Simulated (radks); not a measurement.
Values are calculated unless marked as measured or tabulated.
Numerical settings for the molybdenum ion Mo9+, [Ar] 3d10 4s2 4p3. Level of theory: non-relativistic Kohn-Sham, TPSS, spin-polarised, spherical densities, point nucleus; open shells are filled with parallel spins first (spin-orbit coupling, left out, can overturn this in heavy ions); meta-GGA in the generalised Kohn-Sham scheme; relativity is left out, which matters for an element this heavy (a radial shooting solver on a logarithmic mesh with Libxc functionals). The defaults (mesh step 0.008 in ln r, mesh end at 40 bohr or more with all orbitals vanishing there, Anderson mixing 0.5 over 9 steps, residual threshold near 1e-9 with the energy settled to 1e-9 hartree or 1e-11 of itself, here a cap of 83 iterations) give E = -3953.577 hartree and 4p at -177.49 eV in 11 iterations. Run on one thread of a shared host, so times are rough (Arm Neoverse V2): 0.13 s of CPU time, 0.13 s wall, 11 iterations on 2476 mesh points. Changes against that run (0 stands for a change within the tolerance of the run):

setting                     iterations  converged  E (mhartree)  e(4p) (meV)  CPU (s)
mesh step in ln r 0.12               2         no      diverged            -     0.01
mesh step in ln r 0.003             14        yes             0      -0.0101      0.4
mesh step in ln r 0.03              11        yes      -0.00494      -0.0323     0.04
mesh end (bohr) 400                 11        yes             0            0     0.14
mesh end (bohr) 2                   11        yes          +700    +7.07e+03     0.12
residual threshold 1e-05            11        yes             0            0     0.13
residual threshold 1e-13            83         no             0            0     0.56
mixing 1.5                          11        yes             0     -0.00688     0.13
linear mixing, mixing 0.05          83         no        +0.184         -605     0.83
linear mixing, mixing 1             32        yes             0     -0.00826     0.33
mixing history 3                    12        yes             0     -0.00983     0.14
iteration cap 3                      3         no         +72.1    -3.94e+03     0.04

Settings that end as converged yet miss the energy by more than 1 mhartree: mesh end (bohr) 2 (+0.7 hartree). A mesh that ends early acts as a hard wall.
